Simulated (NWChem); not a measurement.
Everything below was run with NWChem. System: C2H6Be, charge 0, spin multiplicity 1, at a geometry optimised with PBE0/def2-SVP. The structure started from a generated list of species. Level: RHF/def2-TZVP.

Job file:

```
start mol
memory heap 200 mb stack 900 mb global 1100 mb
geometry units angstroms nocenter noautoz
  Be     0.000000     0.000000     0.000187
  C      1.053931     1.308654    -0.000006
  H      0.926547     1.949878     0.890822
  H      0.911152     1.961726    -0.879831
  H      2.113070     0.993897    -0.011330
  C     -1.053931    -1.308654    -0.000006
  H     -0.926547    -1.949878     0.890822
  H     -0.911152    -1.961726    -0.879831
  H     -2.113070    -0.993897    -0.011330
  symmetry group C2
end
basis spherical
  * library def2-tzvp
end
scf
  rhf
  nopen 0
  maxiter 100
  thresh 1e-7
  semidirect memsize 60000000 filesize 0
end
task scf energy
```

Output (cleaned and shortened):

```
             Northwest Computational Chemistry Package (NWChem) 7.3.0
             --------------------------------------------------------

                                NWChem Input Module
                                -------------------

 Scaling coordinates for geometry "geometry" by  1.889725989
 (inverse scale =  0.529177249)

 Turning off AUTOSYM since
 SYMMETRY directive was detected!

                             Geometry "geometry" -> ""
                             -------------------------

 Output coordinates in angstroms (scale by  1.889725989 to convert to a.u.)

  No.       Tag          Charge          X              Y              Z
 ---- ---------------- ---------- -------------- -------------- --------------
    1 Be                   4.0000     0.00000000     0.00000000     0.00018700
    2 C                    6.0000     1.05393100     1.30865400    -0.00000600
    3 H                    1.0000     0.92654700     1.94987800     0.89082200
    4 H                    1.0000     0.91115200     1.96172600    -0.87983100
    5 H                    1.0000     2.11307000     0.99389700    -0.01133000
    6 C                    6.0000    -1.05393100    -1.30865400    -0.00000600
    7 H                    1.0000    -0.92654700    -1.94987800     0.89082200
    8 H                    1.0000    -0.91115200    -1.96172600    -0.87983100
    9 H                    1.0000    -2.11307000    -0.99389700    -0.01133000

 Effective nuclear repulsion energy (a.u.)      51.1975397098

            Nuclear Dipole moment (a.u.)
            ----------------------------
        X                 Y               Z
 ---------------- ---------------- ----------------
    -0.0000000000    -0.0000000000    -0.0000037795

      Symmetry information
      --------------------

 Group name             C2
 Group number              4
 Group order               2
 No. of unique centers     5

      Symmetry unique atoms

     1    2    3    4    5


 Summary of "ao basis" -> "" (spherical)
 ------------------------------------------------------------------------------
       Tag                 Description            Shells   Functions and Types
 ---------------- ------------------------------  ------  ---------------------
 *                         def2-tzvp                  on all atoms

 Summary of "ao basis" -> "ao basis" (spherical)
 ------------------------------------------------------------------------------
       Tag                 Description            Shells   Functions and Types
 ---------------- ------------------------------  ------  ---------------------
 Be                        def2-tzvp                 9       19   5s3p1d
 C                         def2-tzvp                11       31   5s3p2d1f
 H                         def2-tzvp                 4        6   3s1p

                                 NWChem SCF Module
                                 -----------------

  ao basis        = "ao basis"
  functions       =   117
  atoms           =     9
  closed shells   =    11
  open shells     =     0
  charge          =   0.00
  wavefunction    = RHF
  use symmetry    = T
  symmetry adapt  = T

 Summary of "ao basis" -> "ao basis" (spherical)
 ------------------------------------------------------------------------------
       Tag                 Description            Shells   Functions and Types
 ---------------- ------------------------------  ------  ---------------------
 Be                        def2-tzvp                 9       19   5s3p1d
[...]
         Total SCF energy =    -93.900109544650
      One-electron energy =   -226.675384442522
      Two-electron energy =     81.577735188024
 Nuclear repulsion energy =     51.197539709848

        Time for solution =      2.5s

       Symmetry analysis of molecular orbitals - final
       -----------------------------------------------

  Numbering of irreducible representations:

     1 a           2 b

  Orbital symmetries:

     1 b           2 a           3 a           4 a           5 b
     6 b           7 a           8 a           9 b          10 a
    11 b          12 a          13 a          14 b          15 b
    16 a          17 b          18 a          19 a          20 b
    21 a

             Final eigenvalues
             -----------------

              1
    1  -11.1786
    2  -11.1786
    3   -4.6355
    4   -0.9047
    5   -0.9023
    6   -0.5275
    7   -0.5275
    8   -0.5191
    9   -0.5191
   10   -0.4505
   11   -0.4165
   12    0.0549
   13    0.1164
   14    0.1164
   15    0.1551
   16    0.2135
   17    0.2135
   18    0.2267
   19    0.2311
   20    0.2311
   21    0.2751

                       ROHF Final Molecular Orbital Analysis
                       -------------------------------------

 Vector    9  Occ=2.000000D+00  E=-5.190600D-01  Symmetry=b
              MO Center= -4.5D-14,  2.1D-14,  8.4D-03, r^2= 4.9D+00
   Bfn.  Coefficient  Atom+Function         Bfn.  Coefficient  Atom+Function
  ----- ------------  ---------------      ----- ------------  ---------------
    27      0.210513  2 C  pz                76     -0.210513  6 C  pz
    30      0.177784  2 C  pz                79     -0.177784  6 C  pz
    52      0.157730  3 H  s                101     -0.157730  7 H  s
    58     -0.155823  4 H  s                107      0.155823  8 H  s

 Vector   10  Occ=2.000000D+00  E=-4.504817D-01  Symmetry=a
              MO Center=  2.3D-16,  2.4D-16,  4.8D-05, r^2= 3.1D+00
   Bfn.  Coefficient  Atom+Function         Bfn.  Coefficient  Atom+Function
  ----- ------------  ---------------      ----- ------------  ---------------
     3      0.230672  1 Be s                  4      0.189574  1 Be s
    29     -0.175221  2 C  py                78      0.175221  6 C  py
    26     -0.168671  2 C  py                75      0.168671  6 C  py
     2     -0.159662  1 Be s

 Vector   11  Occ=2.000000D+00  E=-4.165089D-01  Symmetry=b
              MO Center=  1.6D-16,  1.9D-16,  4.2D-05, r^2= 3.2D+00
   Bfn.  Coefficient  Atom+Function         Bfn.  Coefficient  Atom+Function
  ----- ------------  ---------------      ----- ------------  ---------------
     7      0.316934  1 Be py                 6      0.255230  1 Be px
    26      0.189859  2 C  py                75      0.189859  6 C  py
    29      0.166660  2 C  py                78      0.166660  6 C  py
    25      0.152929  2 C  px                74      0.152929  6 C  px

 Vector   12  Occ=0.000000D+00  E= 5.491661D-02  Symmetry=a
              MO Center= -3.5D-16, -7.3D-16,  6.3D-04, r^2= 1.3D+01
   Bfn.  Coefficient  Atom+Function         Bfn.  Coefficient  Atom+Function
  ----- ------------  ---------------      ----- ------------  ---------------
     4      3.186787  1 Be s                  5     -2.715053  1 Be s
    24     -0.922319  2 C  s                 73     -0.922319  6 C  s
    15      0.316117  1 Be d -2              53      0.255541  3 H  s
    59      0.255514  4 H  s                 65      0.255564  5 H  s
   102      0.255541  7 H  s                108      0.255514  8 H  s

 Vector   13  Occ=0.000000D+00  E= 1.164321D-01  Symmetry=a
              MO Center=  4.2D-15, -4.6D-15, -5.8D-04, r^2= 5.4D+00
   Bfn.  Coefficient  Atom+Function         Bfn.  Coefficient  Atom+Function
  ----- ------------  ---------------      ----- ------------  ---------------
    14      1.252681  1 Be pz                33     -0.378593  2 C  pz
    82     -0.378593  6 C  pz                 8     -0.231336  1 Be pz

 Vector   14  Occ=0.000000D+00  E= 1.164351D-01  Symmetry=b
              MO Center= -6.8D-13,  8.7D-13,  8.1D-04, r^2= 5.4D+00
   Bfn.  Coefficient  Atom+Function         Bfn.  Coefficient  Atom+Function
  ----- ------------  ---------------      ----- ------------  ---------------
    12      0.975609  1 Be px                13     -0.785762  1 Be py
    31     -0.294858  2 C  px                80     -0.294858  6 C  px
    32      0.237456  2 C  py                81      0.237456  6 C  py
     6     -0.180174  1 Be px

 center of mass
 --------------
 x =   0.00000000 y =  -0.00000000 z =   0.00004151

 moments of inertia (a.u.)
 ------------------
         220.240284120914        -159.195103822753          -0.000000000000
        -159.195103822753         150.779011612498          -0.000000000000
          -0.000000000000          -0.000000000000         348.449270288330

  Mulliken analysis of the total density
  --------------------------------------

    Atom       Charge   Shell Charges
 -----------   ------   -------------------------------------------------------
    1 Be   4     3.58   1.02  0.96  0.37  0.26 -0.01  0.79  0.01  0.09  0.09
    2 C    6     6.52   0.85  1.12  0.46  0.70  0.04  1.25  1.52  0.53  0.01  0.02  0.00
    3 H    1     0.90   0.26  0.49  0.13  0.02
    4 H    1     0.90   0.26  0.49  0.13  0.02
    5 H    1     0.90   0.26  0.49  0.13  0.02
    6 C    6     6.52   0.85  1.12  0.46  0.70  0.04  1.25  1.52  0.53  0.01  0.02  0.00
    7 H    1     0.90   0.26  0.49  0.13  0.02
    8 H    1     0.90   0.26  0.49  0.13  0.02
    9 H    1     0.90   0.26  0.49  0.13  0.02

       Multipole analysis of the density wrt the origin
       ------------------------------------------------

     L   x y z        total         open         nuclear
     -   - - -        -----         ----         -------
     0   0 0 0     -0.000000      0.000000     22.000000

     1   1 0 0      0.000000      0.000000     -0.000000
     1   0 1 0      0.000000      0.000000     -0.000000
     1   0 0 1      0.000105      0.000000     -0.000004

     2   2 0 0    -16.196696      0.000000     91.550486
     2   1 1 0     -2.038607      0.000000     99.772996
     2   1 0 1      0.000000      0.000000     -0.000000
     2   0 2 0    -17.086108      0.000000    135.083908
     2   0 1 1     -0.000000      0.000000     -0.000000
     2   0 0 2    -14.554865      0.000000     11.197393

 Task  times  cpu:        4.4s     wall:        4.4s

 Total times  cpu:        4.4s     wall:        4.4s
```
